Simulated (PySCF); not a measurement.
B(OAc)2(OMe), SMILES COB(OC(=O)C)OC(C)=O, GFN2-xTB optimised geometry. Atoms within 1.6 Å of the plane z = 0.0 Å (x, y, z in Å): B1 (-1.19, 0.76, 0.00), O2 (-1.83, -0.46, -0.16), C3 (-1.29, -1.68, 0.04), C4 (-2.23, -2.76, -0.42), O5 (-0.21, -1.87, 0.53), H6 (-1.80, -3.74, -0.21), H7 (-2.41, -2.65, -1.49), H8 (-3.18, -2.65, 0.09), O9 (0.20, 0.76, 0.00), C10 (1.07, 1.47, 0.72), C11 (2.49, 1.14, 0.33), O12 (0.75, 2.25, 1.58), H13 (3.18, 1.73, 0.93), H14 (2.63, 1.33, -0.72), H15 (2.65, 0.08, 0.51), O16 (-2.02, 1.80, 0.00), C17 (-1.66, 3.17, 0.04), H18 (-1.07, 3.40, 0.93), H19 (-1.09, 3.44, -0.85), H20 (-2.59, 3.74, 0.05).

Method: PBE0/def2-SVP (PySCF 2.14.0). Cells within 0.4 Å of a nucleus heavier than hydrogen are left out (blank, or x).

Map of the deformation density (molecule minus spherical neutral atoms) (e/bohr³) on the plane z = 0.0 Å:

```
|11111111111111111111111111111|
|11111111111111111111111111111|
|11111111111111111111111111111|
|11111111111111111111111111111|
|11111111110011111111111111111|
|11111111650011111111111111111|
|1111111179x421111111111111111|
|1111111112x311111111111111111|
|11111111024001111111111111111|
|111111112x1101100000111111111|
|111111125xx300010011221111111|
|11111111217512231023x21111111|
|11111111102xx7xx1001410111111|
|11111111102x23x91001421111111|
|11111111115510121111211111111|
|111111113xx200111111111111111|
|11111111123300111111111111111|
|11111111003x12111111111111111|
|11111111004x84011111111111111|
|11111112238323111111111111111|
|11111129634101211111111111111|
|11111115432101111111111111111|
|11111111255111111111111111111|
|11111111122111111111111111111|
|11111111110111111111111111111|
|11111111111111111111111111111|
|11111111111111111111111111111|
|11111111111111111111111111111|
|11111111111111111111111111111|
```
Scale: ten equal steps from -0.021 (start of '0') to 0.098 (end of '9'), in the order '0123456789'; x runs from -6.00 to 6.00, y from -6.00 (bottom) to 6.00 (top).
